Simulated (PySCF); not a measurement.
trans-1,3,3,3-tetrafluoropropene (C₃H₂F₄), SMILES F/C=C/C(F)(F)F. Heavy atoms are numbered as in [F:1]/[CH:2]=[CH:3]/[C:4]([F:5])([F:6])[F:7]. Hydrogens are named by the atom that carries them.

Geometry optimised at B3LYP-D3(BJ)/def2-SVP.

These are HF/def2-TZVP (PySCF) values and carry that method's errors.

ESP charges are fitted to the potential on shells at 1.4 to 2.0 van der Waals radii. Atomic charges (e), one atom of each kind:

```csv
atom,Löwdin,meta-Löwdin,ESP fit
F1,0.14,-0.30,-0.18
C2 (CH),-0.19,0.28,0.23
C3 (CH),-0.15,-0.23,-0.53
C4,-0.55,0.92,0.68
F5,0.15,-0.32,-0.21
H on C2,0.14,0.14,0.16
H on C3,0.16,0.14,0.28
```

Question: Give the Mayer and Wiberg (Löwdin basis) orders of the bonds. (The exact figures need the calculation; the answer reports its results.)

Answer: 
```csv
bond,Mayer,Wiberg
F1–C2,0.97,1.74
C2–C3,1.94,2.06
C3–C4,1.05,1.16
C4–F5,1.04,1.69
C4–F6,1.04,1.69
C4–F7,1.03,1.68
```
